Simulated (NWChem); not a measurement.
System: C₆H₉O, doublet; SMILES C1C(CC[CH]C1)=O

Input file for NWChem:

```
start job
memory heap 200 mb stack 900 mb global 1100 mb
geometry units angstroms
  O     -2.252362     0.167600     0.306794
  C     -1.060597     0.078846     0.145130
  C     -0.132604     1.264923     0.261617
  C      1.132452     1.114292    -0.585916
  C      1.844465    -0.136883    -0.252369
  C      1.073064    -1.278584     0.284864
  C     -0.380080    -1.226733    -0.191636
  H     -0.680908     2.173501     0.006804
  H      0.147933     1.336639     1.316899
  H      1.787191     1.978848    -0.440148
  H      0.840691     1.127889    -1.648661
  H      2.906377    -0.214756    -0.394955
  H      1.532269    -2.226120    -0.012955
  H      1.076380    -1.270694     1.386982
  H     -0.966738    -2.050766     0.218098
  H     -0.404511    -1.317527    -1.281877
end
basis spherical
  * library def2-svp
end
dft
  odft
  mult 2
  xc pbe0
  iterations 150
end
driver
  maxiter 120
end
task dft optimize
```

Excerpt of the output:

```
             Northwest Computational Chemistry Package (NWChem) 7.3.0
             --------------------------------------------------------

 C2  symmetry detected

                             Geometry "geometry" -> ""
                             -------------------------

 Output coordinates in angstroms (scale by  1.889725989 to convert to a.u.)

  No.       Tag          Charge          X              Y              Z
 ---- ---------------- ---------- -------------- -------------- --------------
    1 O                    8.0000     0.00000000     0.00000000     2.33815079
    2 C                    6.0000     0.00000000     0.00000000     1.13220081
    3 C                    6.0000     0.33659739     1.22697194     0.31824330
    4 C                    6.0000    -0.33388408     1.22899610    -1.05719073
    5 C                    6.0000     0.00000000     0.00000000    -1.80785504
    6 C                    6.0000     0.33388408    -1.22899610    -1.05719073
    7 C                    6.0000    -0.33659739    -1.22697194     0.31824330
    8 H                    1.0000     0.07771430     2.11817234     0.89254440
    9 H                    1.0000     1.42318228     1.22491186     0.18865127
   10 H                    1.0000    -0.03175458     2.11690814    -1.62085649
   11 H                    1.0000    -1.42287156     1.31582901    -0.91123489
   12 H                    1.0000     0.00000000     0.00000000    -2.88212038
   13 H                    1.0000     0.03175458    -2.11690814    -1.62085649
   14 H                    1.0000     1.42287156    -1.31582901    -0.91123489
   15 H                    1.0000    -0.07771430    -2.11817234     0.89254440
   16 H                    1.0000    -1.42318228    -1.22491186     0.18865127

 Effective nuclear repulsion energy (a.u.)     300.3360103025

      Symmetry information
      --------------------

 Group name             C2
 Group number              4
 Group order               2
 No. of unique centers    10

                                Z-matrix (autoz)
                                --------

 Units are Angstrom for bonds and degrees for angles

[...]

      ----------------------
      Optimization converged
      ----------------------

  Step       Energy      Delta E   Gmax     Grms     Xrms     Xmax
  ---- ---------------- -------- -------- -------- -------- --------
@   10    -308.64300897 -6.4D-07  0.00007  0.00001  0.00038  0.00087
                                     ok       ok       ok       ok

                                Z-matrix (autoz)
                                --------

 Units are Angstrom for bonds and degrees for angles

[...]
```

Level: PBE0/def2-SVP, spin-unrestricted. In the optimisation the excess spin sits in b (C2, its own frame). Not confirmed as a minimum by frequencies.
